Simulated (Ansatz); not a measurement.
H4Si2, SMILES `[SiH][SiH3]` (lower singlet) (charge 0, multiplicity 1). This singlet lies 0.57 eV below the relaxed triplet at the level frozen-core CCSD(T)/cc-pVTZ // PBE0-D3(BJ)/def2-TZVP (Ansatz, an electronic-structure program).

Calculation: frozen-core CCSDT(Q)/cc-pVDZ // PBE0-D3(BJ)/def2-TZVP in Ansatz.

Ansatz 0.2 input:
```yaml
crystal:
  periodic: [false, false, false]
  atoms:
    - { symbol: Si, position_ang: [1.737537, 0.462075, -0.554404] }
    - { symbol: Si, position_ang: [-0.552522, 0.188905, 0.036016] }
    - { symbol: H, position_ang: [2.015571, -0.869712, 0.138502] }
    - { symbol: H, position_ang: [-1.418315, 1.365985, -0.248473] }
    - { symbol: H, position_ang: [-0.758153, -0.209369, 1.458129] }
    - { symbol: H, position_ang: [-1.024119, -0.937885, -0.82977] }
basis:
  gaussian: { orbitals: cc-pVDZ }
correlation:
  method: ccsdt_q
```

Output:

```
Functional definition: HF
1089 factors; integrals over basis functions are off by at most 1.9e-7 eV
mean field evaluation 1: about -15784.8569 eV, gradient 1.1e1 eV
mean field evaluation 2: about -15784.8595 eV, gradient 1.1e1 eV
mean field evaluation 4: about -15785.7316 eV, gradient 7.9e-1 eV
mean field evaluation 8: about -15785.7376 eV, gradient 5.0e-4 eV
mean field -15785.73755893 eV, -580.1151553333 hartree, gradient 3.2e-6 eV, S^2 0.000000; 0 other end points of the search recorded, 0 dependent functions left out; unrestricted orbitals would lower it
mean field evaluation 16: about -15785.7612 eV, gradient 6.1e0 eV
10 core orbitals not correlated
reference -15785.73755893 eV, -580.1151553333 hartree; 6, 6 occupied and 40, 40 virtual orbitals, 1089 factors
second order -5.09491555 eV of doubles, -0.00000000 eV of singles
cycle   1  -6.03191604 eV  change   -9.4e-1 eV  update   8.9e-2
cycle   2  -6.56219331 eV  change   -5.3e-1 eV  update   3.9e-2
cycle   3  -6.62191929 eV  change   -6.0e-2 eV  update   1.6e-2
cycle   4  -6.62234156 eV  change   -4.2e-4 eV  update   7.6e-3
cycle   5  -6.62273240 eV  change   -3.9e-4 eV  update   3.5e-3
cycle   6  -6.62183973 eV  change    8.9e-4 eV  update   1.9e-3
cycle   7  -6.62147766 eV  change    3.6e-4 eV  update   9.8e-4
cycle   8  -6.62236403 eV  change   -8.9e-4 eV  update   4.8e-4
cycle   9  -6.62251778 eV  change   -1.5e-4 eV  update   2.0e-4
cycle  10  -6.62229701 eV  change    2.2e-4 eV  update   8.9e-5
cycle  11  -6.62225907 eV  change    3.8e-5 eV  update   4.5e-5
cycle  12  -6.62228525 eV  change   -2.6e-5 eV  update   1.9e-5
cycle  13  -6.62230758 eV  change   -2.2e-5 eV  update   1.1e-5
cycle  14  -6.62232445 eV  change   -1.7e-5 eV  update   5.0e-6
cycle  15  -6.62232444 eV  change    3.0e-9 eV  update   2.6e-6
cycle  16  -6.62232153 eV  change    2.9e-6 eV  update   1.5e-6
cycle  17  -6.62231996 eV  change    1.6e-6 eV  update   9.0e-7
cycle  18  -6.62231952 eV  change    4.4e-7 eV  update   6.0e-7
perturbative correction -0.00855161 eV, -0.0003142657 hartree
Total energy: -15792.36843005 eV, -580.3588353526 hartree
```
